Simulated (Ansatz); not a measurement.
CH₆Ge₂, SMILES `[CH2]1[GeH2][GeH2]1` at its PBE0-D4/def2-TZVP geometry, where that method's forces vanish. The species carries charge 0 and has multiplicity 1.

```xyz
9

C    -0.3496   -0.8901   -0.4061
Ge    0.5227    0.8374   -0.8516
Ge   -0.1461    0.1230    1.2897
H    -1.3630   -1.0320   -0.7700
H     0.2560   -1.7850   -0.5155
H    -0.3221    1.8202   -1.6645
H     1.9831    0.7507   -1.2989
H     0.8627   -0.4462    2.2890
H    -1.4438    0.6219    1.9279
```

(1) What forces (eV/Å) does PBE-D4/def2-TZVPP give on these atoms in the Gaussian-basis code of Ansatz? (An estimate is asked.)

## Answers

(1) Computed: 
```
C1  -0.041 -0.107 -0.049
Ge2  0.088  0.163 -0.087
Ge3  0.001  0.070  0.192
H4  -0.191 -0.029 -0.069
H5   0.113 -0.170 -0.021
H6  -0.091  0.102 -0.089
H7   0.154 -0.013 -0.050
H8   0.105 -0.065  0.106
H9  -0.140  0.050  0.067
```
